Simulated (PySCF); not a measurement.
Structure problem from calculated spectra and properties.

Formula: C7H6ClN.

| Quantity | Value |
| --- | --- |
| 1H NMR | chemical shifts (computed TMS as zero) by class: 6.39 (1 H), 6.36 (1 H), 5.65 (1 H), 3.46 (1 H), 3.07 (1 H), 3.00 (1 H) ppm [GIAO PBE0/pcSseg-1] |
| NMR, other nuclei | isotropic shieldings of nuclei other than C and H, by class: -34 (1 N), 730 (1 Cl) ppm [GIAO PBE0/pcSseg-1] |
| 13C NMR | chemical shifts (computed TMS as zero) by class: 147.4 (1 C), 143.3 (1 C), 131.0 (1 C), 124.5 (1 C), 122.8 (1 C), 35.7 (1 C), 25.8 (1 C) ppm [GIAO PBE0/pcSseg-1] |
| Rotational structure | rotational constants A, B, C: 2.089, 0.973, 0.713 GHz [GFN2-xTB] |
| Dipole | 3.63 D [PBE0/pcSseg-1] |

The electronic properties come from PySCF, for the isolated species, density fitting. Levels stand in brackets. Geometry: GFN2-xTB; no solvent, vibrations or thermal averaging. NMR values are class means; diastereotopic atoms form classes of their own.

**Question.** Give a SMILES that accounts for the data.

**Answer.** Numbering: `[CH2:1]=[C:2]1[CH2:3][C@@H:4]([C:5]#[N:6])/[C:7]1=[CH:8]/[Cl:9]`. Its formula, C7H6ClN, gives 5 degrees of unsaturation: 1 ring and 4 π bonds in the structure found. 7 carbons fall into 7 classes; from least to most shielded: fully substituted alkene carbon [C2] (147.4 ppm), fully substituted alkene carbon [C7] (143.3 ppm), vinylic C–Cl carbon [C8] (131.0 ppm), nitrile carbon [C5] (124.5 ppm), terminal =CH2 carbon [C1] (122.8 ppm), allylic carbon [C3] (35.7 ppm), sp3 carbon next to a nitrile [C4] (25.8 ppm). Hydrogen classes from least to most shielded: 1 H on a vinylic C–Cl carbon, C8 (6.39 ppm), 1 H on a terminal =CH2 carbon, C1 (6.36 ppm), 1 H on a terminal =CH2 carbon, C1 (5.65 ppm), 1 H on an sp3 carbon next to a nitrile, C4 (3.46 ppm), 1 H on an allylic carbon, C3 (3.07 ppm), 1 H on an allylic carbon, C3 (3.00 ppm). The other shieldings belong to: -34 ppm, nitrile nitrogen [N6]; 730 ppm, vinyl chlorine [Cl9]. The optimised geometry has point group C1 and is an asymmetric top. Structure: `N#C[C@H]1/C(=C/Cl)C(C1)=C`. Computed isomers that give other values at the same levels: `C=Nc1cccc(Cl)c1` (13C chemical shifts (computed TMS as zero) by class: 158.2 (1 C), 155.4 (1 C), 146.5 (1 C), 135.3 (1 C), 131.3 (1 C), 127.7 (1 C), 121.0 (1 C) ppm); `N#C/C=C1C=C\1CCCl` (13C chemical shifts (computed TMS as zero) by class: 153.9 (1 C), 138.9 (1 C), 137.3 (1 C), 122.8 (1 C), 55.7 (1 C), 46.6 (1 C), 34.1 (1 C) ppm); `C#C/C=C(/CCl)CC#N` (13C chemical shifts (computed TMS as zero) by class: 153.4 (1 C), 120.9 (1 C), 120.3 (1 C), 98.3 (1 C), 83.5 (1 C), 53.4 (1 C), 19.9 (1 C) ppm). The assignments are read from this structure; whether some other isomer fits the data as well wasn't checked. The mirror image fits equally.
